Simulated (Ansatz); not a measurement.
**Counterpoise correction, worked out**

The pair of Cl⁻ (SMILES [Cl-], atom 1) and SiNH₅ (SMILES [SiH3]N, atoms 2–8), both closed shells, in one local arrangement (a lower one may exist), relaxed at PBE0-D4/def2-TZVPD:

```xyz
8
angstrom
Cl 0.0714 -0.8386 -3.1702
Si 0.3979 0.0597 0.9195
N -0.8346 0.0433 -0.2527
H 0.9204 -1.3167 1.1477
H 1.6029 0.9241 0.6804
H -0.1720 0.5512 2.2170
H -1.4044 0.8717 -0.3382
H -0.5816 -0.2947 -1.2035
```

Program: Ansatz 0.2.0. Basis: def2-TZVPPD. Cores are frozen in the correlated methods.

CCSD(T) total energies in eV:

| system | geometry | basis functions | energy |
| --- | --- | --- | --- |
| pair | pair | all | -21947.71284 |
| Cl⁻ | as in the pair | all (partner as ghosts) | -12511.65115 |
| SiNH₅ | as in the pair | all (partner as ghosts) | -9435.45568 |
| Cl⁻ | as in the pair | its own | -12511.60949 |
| SiNH₅ | as in the pair | its own | -9435.45045 |
| Cl⁻ | free (PBE0-D4 minimum) | its own | -12511.60949 |
| SiNH₅ | free (PBE0-D4 minimum) | its own | -9435.50779 |

Q: Work out the interaction energy with and without the counterpoise correction, the superposition error, and the binding energy from the relaxed fragments.

A: Without correction: -21947.71284 − (-12511.60949) − (-9435.45045) = -0.65290 eV.
With correction (each fragment in the whole basis): -21947.71284 − (-12511.65115) − (-9435.45568) = -0.60601 eV = -13.97 kcal/mol.
The superposition error is the difference, 0.04689 eV, 7 % of the uncorrected value: each fragment borrows its partner's functions.
Deformation from the free shapes: 0.00000 eV for Cl⁻ and 0.05734 eV for SiNH₅.
Binding energy from relaxed fragments: -0.60601 + 0.00000 + 0.05734 = -0.54867 eV = -12.65 kcal/mol (electronic, without zero-point energy; negative means bound). For comparison, the corrected interaction energy by CCSD(T) at an estimated basis limit (MP2 extrapolated from triple and quadruple zeta, plus CCSD(T) − MP2 in triple zeta) is -0.641 eV; triple zeta with the correction binds less.

No T1 diagnostic of these runs exceeds 0.011.

For scale, one of the runs: CCSD(T)/def2-TZVPPD, 221 basis functions, launched by `ansatz run in.yaml --threads 4 --pin off --events-out ev --progress --plain --max-ram 9574MiB`. Time: 54 s of wall clock on 4 CPU threads of an Arm Neoverse V1; the host was shared. Peak host memory: 3.2 GiB.
